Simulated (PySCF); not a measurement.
Species: C₂H₁₀BN.
Structure used (GFN2-xTB), in Å, numbered top down from 1:
```xyz
14
C2H10BN angstrom
C     -1.975    0.075    0.087
B     -0.541    0.321   -0.634
N      0.572   -0.241    0.452
C      1.964   -0.132    0.035
H     -2.165   -0.978    0.302
H     -2.073    0.618    1.029
H     -2.789    0.412   -0.549
H     -0.387   -0.335   -1.619
H     -0.281    1.475   -0.791
H      0.408    0.284    1.306
H      0.321   -1.211    0.624
H      2.192    0.914   -0.161
H      2.099   -0.685   -0.892
H      2.654   -0.517    0.790
```

PySCF, density fitting, gas phase, GFN2-xTB geometry. The standard run uses grid level 2 after a coarse-grid start, the def2-universal JK fitting basis (with tight functions added where the orbital basis needs them), an energy threshold of 1e-9 Eh and DIIS. The changed runs have no coarse-grid stage.

Problem. Standard PBE0/def2-SVPD: E = -161.527559 Eh, HOMO -7.471 eV, LUMO 0.056 eV, dipole 4.934 D, 12 cycles (coarse-grid cycles included). What changes at PBE0/def2-SVPD with: grid level 0, fitting basis cc-pvdz-ri, at most 92 cycles?

Solution. E = -161.513874 Eh (+13.685 mEh), HOMO -7.462 eV (+0.009), LUMO 0.058 eV (+0.002), dipole 4.950 D (+0.016), 9 SCF cycles. Of the changed settings only the grid and fitting basis enter the energy expression; the total energy moves by 8.59 kcal/mol. The setting was typed as a poor one on purpose.

The cycles:
```
cycle   1  E = -161.4472394291  dE =  9.503e-02  |g| = 4.542e-01  |ddm| = 5.416e+00
cycle   2  E = -161.4444293139  dE =  2.810e-03  |g| = 4.824e-01  |ddm| = 1.509e+00
cycle   3  E = -161.5134556495  dE = -6.903e-02  |g| = 3.897e-02  |ddm| = 7.056e-01
cycle   4  E = -161.5137947245  dE = -3.391e-04  |g| = 1.695e-02  |ddm| = 7.820e-02
cycle   5  E = -161.5138710820  dE = -7.636e-05  |g| = 3.035e-03  |ddm| = 2.884e-02
cycle   6  E = -161.5138734653  dE = -2.383e-06  |g| = 8.882e-04  |ddm| = 7.492e-03
cycle   7  E = -161.5138736439  dE = -1.786e-07  |g| = 2.817e-04  |ddm| = 1.655e-03
cycle   8  E = -161.5138736602  dE = -1.631e-08  |g| = 6.010e-05  |ddm| = 3.721e-04
cycle   9  E = -161.5138736610  dE = -7.756e-10  |g| = 1.457e-05  |ddm| = 1.181e-04
```
